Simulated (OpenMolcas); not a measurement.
# Tc5+: moving or changing the point charges

Tc5+ among 6 point charges of -1.7 e arranged as an octahedron (Oh), 1.79 Å from the ion.
```
   1.7900    0.0000    0.0000  -1.70
   0.0000    1.7900    0.0000  -1.70
  -1.7900    0.0000    0.0000  -1.70
   0.0000   -1.7900    0.0000  -1.70
   0.0000    0.0000    1.7900  -1.70
   0.0000    0.0000   -1.7900  -1.70
```

```
Program             : OpenMolcas 26.06
Method              : SS-CASPT2, IPEA 0.25 Eh, imaginary shift 0.1 Eh (closed shells correlated: 4s 4p)
Basis               : ANO-RCC-VDZP [6s5p3d1f]
Scalar Hamiltonian  : DKH2, point nucleus
Active space        : 2 electrons in 5 orbitals (4d)
State averaging     : 2S+1 = 3 even, 10 roots; 2S+1 = 1 even, 15 roots
Spin-orbit coupling : RASSI with atomic mean-field integrals over the reference wave functions
```

Runs around this geometry, states (labels of O, the rotations of Oh). Energies in cm-1 above the lowest state or level, χT in cm3 K/mol; under a threefold ground state the first gap can be a small split of the lowest multiplet, not the spin-orbit step; 10Dq and B are least-squares fits to the states below 45000 cm-1, weighted by degeneracy, with a free offset, and given where the rms deviation is under 5 % of |10Dq| (or 100 cm-1) and under 700 cm-1.

| R (Å) | q (e) | Ground state | First state of that spin | 10Dq | B (rms of fit) | First gap with spin-orbit (degeneracies) | χT at 300 K | First state of another spin |
| --- | --- | --- | --- | --- | --- | --- | --- | --- |
| 1.99 | -1.1 | 3T1 | 3T2 3910 |  |  | 400 (2, 3) | 0.149 | 1T2 11330 |
| 1.79 | -1.7 | 3T1 | 3T2 10250 | 11783 | 785 (258) | 210 (2, 3) | 0.182 | 1T2 11910 |
| 2.09 | -1.7 | 3T1 | 3T2 4490 |  |  | 370 (2, 3) | 0.148 | 1T2 11470 |

Taking the first state of the same spin as R^-n, n = -ln(4490 / 10250) / ln(2.09 / 1.79) = 5.3 between the shortest and longest distance.

Roots that are degenerate in the reference are averaged as groups; the widest CASPT2 spread within a group is 440 cm-1 (the 3-fold group of multiplicity 1 near 24300 cm-1 above the lowest state of its run, R = 1.79, q = -1.7). Shifts and gaps below about the spread of the groups concerned are not significant. An orbital triplet at a regular site is open to Jahn-Teller coupling, which can distort the site and quench the lowest spin-orbit gaps and is left out. Free-ion shares, where given, are those of the reference states; single-state CASPT2 does not remix them. This field is weak: 10Dq is about 4970 cm-1, while octahedral complexes of 4d ions of charge 3 and more, computed by the same method with explicit ligands, had a median near 25000 cm-1. Ground spin and moment need not be those of a real site (figures for R = 1.99, q = -1.1; the like holds for R = 1.79, q = -1.7, R = 2.09, q = -1.7). This is an electrostatic model: the charges have no orbitals. No measured value stands beside these numbers.
